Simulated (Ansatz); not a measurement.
```yaml
crystal:
  periodic: [false, false, false]
  atoms:
    - {symbol: Bi, position_ang: [1.832244, 1.832617, 0.488986]}
    - {symbol: H, position_ang: [2.176206, 2.522229, -1.136932]}
    - {symbol: H, position_ang: [0.374669, 2.900452, 0.635886]}
    - {symbol: O, position_ang: [0.775127, 0.209353, -0.353781]}
    - {symbol: C, position_ang: [-0.293629, -0.307805, 0.384154]}
    - {symbol: C, position_ang: [-0.841130, -1.517831, -0.343082]}
    - {symbol: H, position_ang: [0.007996, -0.609285, 1.412768]}
    - {symbol: H, position_ang: [-1.103878, 0.443957, 0.511634]}
    - {symbol: H, position_ang: [-1.691088, -1.957253, 0.202596]}
    - {symbol: H, position_ang: [-1.178772, -1.233342, -1.350955]}
    - {symbol: H, position_ang: [-0.057744, -2.283094, -0.451264]}
basis:
  gaussian: {orbitals: def2-SVPD}
total_charge: -1
magnetization: {spin_polarized: true, initial_magnetization: 1}
hamiltonian: {xc: {name: HSE06}}
scf: {omitted_lower_state_checks: [starts]}
output: {forces: true}
```

```sh
$ ansatz run in.yaml --threads 4 --pin off --events-out ev --progress --plain --max-ram 3916MiB
```

Shortened log:

```
Functional definition: HSE06
1587 factors; integrals over basis functions are off by at most 1.0e-3 eV
187 factors; integrals over basis functions are off by at most 3.5e-7 eV
mean field evaluation 1: about -10064.2073 eV, gradient 2.1e1 eV
mean field evaluation 2: about -10062.2733 eV, gradient 3.0e1 eV
mean field evaluation 4: about -10066.4707 eV, gradient 2.0e0 eV
mean field evaluation 8: about -10066.5731 eV, gradient 2.1e-1 eV
mean field evaluation 16: about -10066.5735 eV, gradient 1.1e-3 eV
mean field -10066.57346626 eV, -369.9397515165 hartree, gradient 7.7e-5 eV, S^2 0.752467; 0 other end points of the search recorded, 0 dependent functions left out
reference -10066.57353063 eV, -369.9397538820 hartree; 26, 25 occupied and 125, 126 virtual orbitals, 1587 factors
Total energy: -10066.57353063 eV, -369.9397538820 hartree
Atom 0 at     1.832244     1.832617     0.488986 Å, force     1.974835     2.530355     1.693916 eV/Å
Atom 1 at     2.176206     2.522229    -1.136932 Å, force    -0.061469    -0.122589    -0.231969 eV/Å
Atom 2 at     0.374669     2.900452     0.635886 Å, force    -0.177245     0.005589    -0.010712 eV/Å
Atom 3 at     0.775127     0.209353    -0.353781 Å, force    -2.160439    -2.394230    -0.857175 eV/Å
Atom 4 at    -0.293629    -0.307805     0.384154 Å, force     0.758914     0.174953    -0.887784 eV/Å
Atom 5 at    -0.841130    -1.517831    -0.343082 Å, force    -0.146424    -0.109098     0.061311 eV/Å
Atom 6 at     0.007996    -0.609285     1.412768 Å, force     0.037551    -0.004926     0.128169 eV/Å
Atom 7 at    -1.103878     0.443957     0.511634 Å, force    -0.073826     0.037795     0.037506 eV/Å
Atom 8 at    -1.691088    -1.957253     0.202596 Å, force    -0.156354    -0.134747     0.047289 eV/Å
Atom 9 at    -1.178772    -1.233342    -1.350955 Å, force     0.014256    -0.000230     0.018159 eV/Å
Atom 10 at    -0.057744    -2.283094    -0.451264 Å, force    -0.009799     0.017129     0.001289 eV/Å
Dipole moment:    -0.129445    -0.451268     0.139350 e Å
Checks for a lower state left out: starts
```

It took 7 s on 4 threads of Arm Neoverse V2 on a shared host, peak host memory 0.6 GiB.

In the def2 sets Bi takes a core potential; there is no spin–orbit coupling. HSE06 is defined as in plane-wave codes, on full-range PBE exchange.

The dipole of an ion depends on the origin.
